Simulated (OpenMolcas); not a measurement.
**Levels of P⁺ by method**

```
Program             : OpenMolcas
Basis               : ANO-RCC [8s7p5d4f2g]
Scalar Hamiltonian  : DKH2, point nucleus
Active space        : 2 electrons in 9 orbitals (RAS2 3p; RAS3 3d 4s, at most 1 electron)
State averaging     : 2S+1 = 3 even, 3 roots; 2S+1 = 1 even, 6 roots; 2S+1 = 3 odd, 18 roots; 2S+1 = 1 odd, 18 roots
Spin-orbit coupling : RASSI with atomic mean-field integrals over the reference wave functions, term energies averaged over their components
```

Methods on the same reference wave functions:
A. RASSCF
B. SS-RASPT2, IPEA 0.25 Eh, imaginary shift 0.1 Eh (closed shells correlated: 2s 2p 3s)
C. MS-RASPT2, IPEA 0.25 Eh, imaginary shift 0.1 Eh (closed shells correlated: 2s 2p 3s)

Energies in eV above 3s2 3p2 3P0, the measured ground level; measured values from NIST Handbook of Basic Atomic Spectroscopic Data.

```
          Level        A       B       C  Measured
    3s2 3p2 3P0   0.0000  0.0000  0.0000    0.0000
    3s2 3p2 3P1   0.0181  0.0181  0.0181    0.0204
    3s2 3p2 3P2   0.0524  0.0523  0.0523    0.0582
    3s2 3p2 1D2   1.4403   1.065   1.066    1.1013
    3s2 3p2 1S0   3.5140   3.214   3.214    2.6750
3s2 3p 4s 3P* 0  10.6329  10.619  10.619   10.7367
3s2 3p 4s 3P* 1  10.6494  10.635  10.635   10.7549
3s2 3p 4s 3P* 2  10.6896  10.676  10.676   10.8021
3s2 3p 3d 3F* 2  10.7326  10.679  10.678          
3s2 3p 3d 3F* 3  10.7523  10.694  10.693          
3s2 3p 3d 3F* 4  10.7786  10.720  10.719          
3s2 3p 4s 1P* 1  10.9662  10.875  10.871   11.0214
3s2 3p 3d 1D* 2  11.3899  10.581  10.582          
3s2 3p 3d 3P* 2  12.1243  11.512  11.511          
3s2 3p 3d 3P* 1  12.1430  11.524  11.524          
3s2 3p 3d 3P* 0  12.1553  11.530  11.529          
3s2 3p 3d 3D* 1  12.2380  11.448  11.448          
3s2 3p 3d 3D* 2  12.2463  11.450  11.450          
3s2 3p 3d 3D* 3  12.2518  11.469  11.469          
3s2 3p 3d 1P* 1  13.5127  12.811  12.812          
3s2 3p 3d 1F* 3  13.6016  13.020  13.025
```

Deviations, from unrounded energies. A percentage is the sum of absolute deviations over the sum of measured energies, with the sign that they share, or ± where signs differ.

```json
{"Against measurement": "mean absolute deviation (cm-1)", "Levels": "8", "A": "1600", "B": "1100", "C": "1100"}
{"Against measurement": "fine structure of the ground term (%)", "Levels": "2", "A": "-10.3", "B": "-10.4", "C": "-10.4"}
{"Against measurement": "other terms of the ground configuration (%)", "Levels": "2", "A": "+31.2", "B": "±15.2", "C": "±15.2"}
{"Against measurement": "other configurations (%)", "Levels": "4", "A": "-0.9", "B": "-1.2", "C": "-1.2"}
```

B, C lie about equally close to measurement and A furthest from it. The largest miss of B in the table is 3s2 3p2 1S0, by +4300 cm-1. The ranking rests on the paired levels alone, and a cruder setting can come out closer through cancelling errors.

Between B and C the level of the table that moves most is 3s2 3p 3d 1F* 3, by 37 cm-1 (lowest in B, highest in C). Moves below CASPT2's spread within the term are not significant.

The two smallest mean deviations differ by little beside CASPT2's spread within terms, so their order carries little weight.

From A to B the spin-free energies of the other terms of 3s2 3p2 shown, above 3P, scale by factors of 0.73 to 0.91.

The lowest spin-free term lies below A's lowest term by 0.234 hartree in B, 0.234 hartree in C.

CASPT2 does not keep the components of a term degenerate, so their means are used; among the terms shown or strongly mixed into the levels shown the widest spread is 230 cm-1 (3s2 3p 3d 1F*, C). Over all roots computed the reference weight is 0.90 to 0.96 in B, 0.90 to 0.96 in C; the roots of lowest weight are the least certain, and an intruder state may touch them. ANO sets are built for valence states and can reach diffuse excited orbitals poorly, and with the s shell closed the s pⁿ⁺¹ terms that mix with these levels are absent. With the s shell closed, the reference lacks s² → p² mixing. Without dynamic correlation excited terms often stand tens of per cent too high (terms of higher spin than the ground term too low), and those without a measured partner can miss by more than the paired ones (holds for A). Some terms miss by over 15 % even with CASPT2, which points to a basis or an active space too small for the shells correlated (holds for B; C). Measured partners are found by configuration, term and J. A level has none where our copy of the source lacks it or the pairing is in doubt (some pairs that miss far off the trend of their configuration count as doubtful), and it then counts in no deviation. Only configurations of the active space appear.

* marks odd parity.
